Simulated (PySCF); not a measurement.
Bond curve of MgHg⁺

Set-up: Mg cc-pVDZ, Hg cc-pVDZ-PP with ECP60; scalar-relativistic core potentials (PySCF 2.14). Energies in eV from Mg⁺ + Hg in their ground configurations at the same level. State: ²Σ⁺ (doublet), unpaired electrons σ ↑.

All columns are PBE0. A positive dipole points towards Hg; it is taken about the centre of mass and depends on that origin.

```json
{"R (Å)": "2.466", "E (eV)": "-0.474", "μ (D)": "-6.07", "Mulliken charge on Mg (basis-dependent)": "0.81", "HOMO (eV)": "-10.74", "LUMO (eV)": "-8.27", "Mayer bond order": "0.54", "⟨S²⟩": "0.75"}
{"R (Å)": "2.580", "E (eV)": "-0.633", "μ (D)": "-6.53", "Mulliken charge on Mg (basis-dependent)": "0.85", "HOMO (eV)": "-10.81", "LUMO (eV)": "-8.34", "Mayer bond order": "0.45", "⟨S²⟩": "0.75"}
{"R (Å)": "2.695", "E (eV)": "-0.716", "μ (D)": "-7.01", "Mulliken charge on Mg (basis-dependent)": "0.87", "HOMO (eV)": "-10.88", "LUMO (eV)": "-8.41", "Mayer bond order": "0.38", "⟨S²⟩": "0.75"}
{"R (Å)": "2.781", "E (eV)": "-0.744", "μ (D)": "-7.39", "Mulliken charge on Mg (basis-dependent)": "0.89", "HOMO (eV)": "-10.93", "LUMO (eV)": "-8.47", "Mayer bond order": "0.34", "⟨S²⟩": "0.75"}
{"R (Å)": "2.867", "E (eV)": "-0.750", "μ (D)": "-7.78", "Mulliken charge on Mg (basis-dependent)": "0.90", "HOMO (eV)": "-10.99", "LUMO (eV)": "-8.52", "Mayer bond order": "0.31", "⟨S²⟩": "0.75"}
{"R (Å)": "2.953", "E (eV)": "-0.741", "μ (D)": "-8.18", "Mulliken charge on Mg (basis-dependent)": "0.91", "HOMO (eV)": "-11.05", "LUMO (eV)": "-8.57", "Mayer bond order": "0.29", "⟨S²⟩": "0.75"}
{"R (Å)": "3.068", "E (eV)": "-0.712", "μ (D)": "-8.73", "Mulliken charge on Mg (basis-dependent)": "0.91", "HOMO (eV)": "-11.12", "LUMO (eV)": "-8.64", "Mayer bond order": "0.26", "⟨S²⟩": "0.75"}
{"R (Å)": "3.211", "E (eV)": "-0.659", "μ (D)": "-9.45", "Mulliken charge on Mg (basis-dependent)": "0.92", "HOMO (eV)": "-11.21", "LUMO (eV)": "-8.73", "Mayer bond order": "0.23", "⟨S²⟩": "0.75"}
{"R (Å)": "3.383", "E (eV)": "-0.584", "μ (D)": "-10.34", "Mulliken charge on Mg (basis-dependent)": "0.92", "HOMO (eV)": "-11.31", "LUMO (eV)": "-8.83", "Mayer bond order": "0.21", "⟨S²⟩": "0.75"}
{"R (Å)": "3.612", "E (eV)": "-0.481", "μ (D)": "-11.57", "Mulliken charge on Mg (basis-dependent)": "0.92", "HOMO (eV)": "-11.41", "LUMO (eV)": "-8.95", "Mayer bond order": "0.19", "⟨S²⟩": "0.75"}
```

A fit through these points gives, at Re = 2.854 Å, μ = -7.72 D and dμ/dR = -4.57 D/Å; the reduced mass is 21.44 u.

Question: How strong is the fundamental in the double-harmonic approximation, I = 42.26·(dμ/dR)²/μred km/mol?

Answer: I = 42.26·(-4.57)²/21.44 = 41.2 km/mol at PBE0.

Spin–orbit coupling is left out. For an ion De counts to the pair picked by the measured ionisation energies or electron affinities, which need not be the lowest pair at this level. The state was picked by a PBE0 search and need not be the measured ground state.
